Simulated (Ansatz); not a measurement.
Cost and result for the atomization energy of ClFH₄O₂Si₂, SMILES `O[Si](O)(F)[SiH2]Cl` (10 atoms, 9 bonds).

```xyz
10

O    -0.5397   -1.8699    0.2860
Si   -0.7089   -0.2701    0.0837
O    -1.1406    0.3733    1.5206
F    -1.8681    0.0632   -0.9683
Si    1.2780    0.5676   -0.8179
Cl    2.7818    0.3344    0.5709
H    -1.0646   -2.3064    0.9603
H    -1.5574    1.2362    1.5345
H     1.1502    2.0179   -1.1120
H     1.6692   -0.1462   -2.0579
```

Charge 0, multiplicity 1. The structure was optimised at the PBE0-D4/def2-TZVP level. It is one conformer, not always the lowest. Program: Ansatz. All runs use 4 threads of an AMD EPYC 7B13 on a shared host. Times are those of one run each, without the atoms' runs, and a repeat can differ threefold. Electronic energies, without spin–orbit coupling; frozen cores. CCSD(T)/CBS adds CCSD(T) − MP2 in def2-TZVPP to the MP2 limit, and its time is that of the two runs behind it. T1 = 0.012. B3LYP takes the VWN-RPA correlation (the form of Gaussian; ORCA's B3LYP/G).

CCSD(T)/CBS is a level of theory with its own doubt, some kJ/mol a heavy atom from the limit and from the frozen cores, so smaller differences don't rank the functionals.

```
                             level  functions  wall time  atomization (kcal/mol)  difference from CCSD(T)/CBS  per bond
   PBE-D4/def2-TZVPP (with forces)        275      2.6 s                   899.9                          0.6       0.1
                PBE0-D4/def2-TZVPP        275      3.8 s                   881.7                        -17.6      -2.0
r2SCAN-D4/def2-TZVPP (with forces)        275      4.6 s                   895.3                         -4.0      -0.4
                 B2PLYP/def2-TZVPP        275      6.5 s                   879.6                        -19.7      -2.2
 B3LYP-D4/def2-TZVPP (with forces)        275      6.5 s                   885.2                        -14.1      -1.6
                ωB97X-V/def2-TZVPP        275        8 s                   897.3                         -2.0      -0.2
  ωB97M-V/def2-TZVPP (with forces)        275       12 s                   895.4                         -3.9      -0.4
                    MP2/def2-QZVPP        501       21 s                   913.7                         14.4       1.6
                CCSD(T)/def2-TZVPP        275    3.8 min                   868.5                        -30.8      -3.4
                 CCSD(T)/CBS(def2)          –    4.1 min                   899.3                          0.0       0.0
```

The D4 term adds +10.4 kcal/mol with B3LYP and +5.5 kcal/mol with PBE0; it sums over pairs of atoms, weighted by their polarisabilities, and B3LYP, whose exchange is more repulsive, gets the larger term. In def2-TZVPP, CCSD(T) changes the Hartree–Fock value by +222.4 kcal/mol (the triples alone add +13.9 kcal/mol) and MP2 by +249.0 kcal/mol; breaking electron pairs costs correlation energy, which Hartree–Fock lacks. From PBE to PBE0 (25 % exact exchange), in def2-TZVPP and without D4, the atomization energy moves by −17.3 kcal/mol: exact exchange takes away binding that semilocal exchange gives to molecules.
